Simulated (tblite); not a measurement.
Compound: C4H13ClOSi2.
Numbering: `[CH3:1][CH2:2][O:3][Si@H:4]([CH2:5][Cl:6])[SiH2:7][CH3:8]` (hydrogens: H9, H10, H11 on C1; H12, H13 on C2; H14 on Si4; H15, H16 on C5; H17, H18 on Si7; H19, H20, H21 on C8)

Computed with GFN2-xTB (tblite), gas phase: L-BFGS steps from a force-field or distance-geometry start until the largest atomic force falls under 0.01 eV/Å.

Step 30: E = -742.7050 eV
```
atom  x, y, z in Å  |  force x, y, z in eV/Å
C1      2.9720    1.0046   -0.2980    0.040   0.019  -0.028
C2      2.1237   -0.1292    0.2546    0.002   0.035  -0.018
O3      0.7774    0.0510   -0.1175   -0.023   0.011  -0.013
Si4    -0.5091   -0.9140    0.0438   -0.039   0.012  -0.006
C5     -0.4585   -2.4347   -1.1382   -0.012  -0.030  -0.009
Cl6     0.9503   -3.4739   -0.7658    0.011  -0.005  -0.002
Si7    -2.3111    0.4380   -0.4196   -0.087   0.102   0.041
C8     -2.3736    2.0323    0.6201   -0.005   0.014   0.010
H9      2.5439    1.9684   -0.0339   -0.035  -0.036   0.049
H10     3.0391    0.9455   -1.3801   -0.046  -0.020  -0.049
H11     3.9728    0.9367    0.1170    0.053   0.012   0.004
H12     2.4851   -1.0916   -0.1222   -0.006   0.023   0.054
H13     2.1805   -0.1342    1.3502   -0.007  -0.058  -0.040
H14    -0.4981   -1.5642    1.3650    0.017  -0.013   0.059
H15    -0.3782   -2.1896   -2.1959    0.031   0.082   0.037
H16    -1.3403   -3.0596   -1.0121    0.012  -0.023   0.004
H17    -3.5278   -0.3156   -0.0723   -0.012  -0.015  -0.045
H18    -2.4851    0.8526   -1.8217    0.027  -0.041  -0.007
H19    -3.3046    2.5719    0.4583    0.055  -0.017  -0.032
H20    -1.5553    2.7013    0.3629   -0.032  -0.035   0.049
H21    -2.3119    1.8213    1.6858    0.056  -0.016  -0.060
```

Step 31: E = -742.7071 eV
```
atom  x, y, z in Å  |  force x, y, z in eV/Å
C1      2.9619    1.0029   -0.3028    0.050   0.025  -0.027
C2      2.1234   -0.1348    0.2545   -0.004   0.033  -0.016
O3      0.7746    0.0460   -0.1036   -0.052   0.016  -0.014
Si4    -0.5125   -0.9185    0.0510   -0.058   0.014  -0.009
C5     -0.4518   -2.4349   -1.1368    0.027  -0.069  -0.006
Cl6     0.9644   -3.4712   -0.7616   -0.050   0.041  -0.020
Si7    -2.3083    0.4453   -0.4143   -0.046   0.030   0.002
C8     -2.3750    2.0394    0.6207   -0.002   0.019   0.019
H9      2.5308    1.9638   -0.0334   -0.034  -0.031   0.047
H10     3.0210    0.9456   -1.3853   -0.043  -0.017  -0.050
H11     3.9647    0.9381    0.1060    0.078   0.019   0.001
H12     2.4825   -1.0951   -0.1288   -0.002   0.014   0.050
H13     2.1917   -0.1429    1.3490   -0.010  -0.060  -0.025
H14    -0.5104   -1.5764    1.3685    0.021  -0.009   0.061
H15    -0.3674   -2.1855   -2.1936    0.034   0.075   0.052
H16    -1.3295   -3.0672   -1.0174    0.020  -0.012   0.006
H17    -3.5277   -0.3079   -0.0801   -0.028  -0.018  -0.035
H18    -2.4652    0.8556   -1.8188    0.017  -0.030  -0.021
H19    -3.3046    2.5797    0.4583    0.029  -0.013  -0.039
H20    -1.5571    2.7075    0.3639   -0.005  -0.016   0.047
H21    -2.3145    1.8275    1.6852    0.058  -0.011  -0.022
```

Step 32: E = -742.7091 eV
```
atom  x, y, z in Å  |  force x, y, z in eV/Å
C1      2.9539    1.0017   -0.3074    0.043   0.018  -0.018
C2      2.1229   -0.1391    0.2539   -0.011   0.021  -0.011
O3      0.7715    0.0420   -0.0925   -0.066   0.016  -0.012
Si4    -0.5165   -0.9220    0.0570   -0.061   0.007   0.004
C5     -0.4456   -2.4358   -1.1355    0.046  -0.068   0.008
Cl6     0.9758   -3.4679   -0.7583   -0.081   0.065  -0.030
Si7    -2.3071    0.4521   -0.4092   -0.002  -0.048  -0.041
C8     -2.3761    2.0455    0.6214    0.005   0.015   0.019
H9      2.5187    1.9590   -0.0318   -0.021  -0.024   0.036
H10     3.0042    0.9453   -1.3907   -0.033  -0.008  -0.035
H11     3.9590    0.9396    0.0965    0.078   0.026  -0.015
H12     2.4801   -1.0980   -0.1335    0.000   0.002   0.033
H13     2.2007   -0.1516    1.3473   -0.014  -0.050  -0.006
H14    -0.5207   -1.5859    1.3726    0.023   0.000   0.047
H15    -0.3576   -2.1797   -2.1905    0.034   0.062   0.057
H16    -1.3199   -3.0738   -1.0220    0.021  -0.007   0.002
H17    -3.5283   -0.3020   -0.0876   -0.042  -0.017  -0.026
H18    -2.4465    0.8568   -1.8165    0.005  -0.017  -0.032
H19    -3.3038    2.5862    0.4574   -0.006   0.000  -0.038
H20    -1.5584    2.7121    0.3656    0.030   0.010   0.036
H21    -2.3152    1.8322    1.6843    0.051  -0.007   0.025
```

**Question.** Estimate the geometry and energy of step 33. (The exact step hangs on the optimiser's Hessian estimate; all steps are aligned on step 32, rigid shifts and turns removed.)

**Answer.** E = -742.7110 eV, largest force 0.129 eV/Å
```
atom  x, y, z in Å  |  force x, y, z in eV/Å
C1      2.9482    1.0008   -0.3115    0.023   0.005  -0.004
C2      2.1221   -0.1422    0.2527   -0.017   0.004  -0.005
O3      0.7683    0.0392   -0.0853   -0.061   0.014  -0.006
Si4    -0.5208   -0.9242    0.0619   -0.046  -0.007   0.025
C5     -0.4401   -2.4367   -1.1339    0.036  -0.028   0.025
Cl6     0.9836   -3.4640   -0.7562   -0.073   0.060  -0.029
Si7    -2.3072    0.4569   -0.4052    0.030  -0.102  -0.073
C8     -2.3768    2.0504    0.6223    0.015  -0.002   0.010
H9      2.5085    1.9542   -0.0290   -0.002  -0.015   0.019
H10     2.9894    0.9450   -1.3957   -0.018   0.006  -0.009
H11     3.9556    0.9407    0.0885    0.059   0.031  -0.037
H12     2.4781   -1.1003   -0.1360   -0.002  -0.010   0.007
H13     2.2068   -0.1593    1.3451   -0.019  -0.031   0.012
H14    -0.5282   -1.5916    1.3774    0.024   0.011   0.026
H15    -0.3491   -2.1719   -2.1863    0.030   0.044   0.050
H16    -1.3118   -3.0787   -1.0258    0.015  -0.008  -0.006
H17    -3.5301   -0.2985   -0.0949   -0.049  -0.011  -0.020
H18    -2.4298    0.8553   -1.8152   -0.007  -0.003  -0.041
H19    -3.3027    2.5920    0.4565   -0.029   0.009  -0.028
H20    -1.5584    2.7150    0.3675    0.056   0.031   0.025
H21    -2.3142    1.8349    1.6837    0.035   0.001   0.059
```

The energy changes by -0.0019 eV. The first-order estimate −F·Δx gives -0.0026 eV and the mean of the old and new forces, exact on a quadratic surface, -0.0019 eV. The step makes an angle of 77° with the force vector and moves no atom by more than 0.017 Å.

What follows is the cost of the whole relaxation. The run took 2.0 s on one thread of an Arm Neoverse N1, shared host.
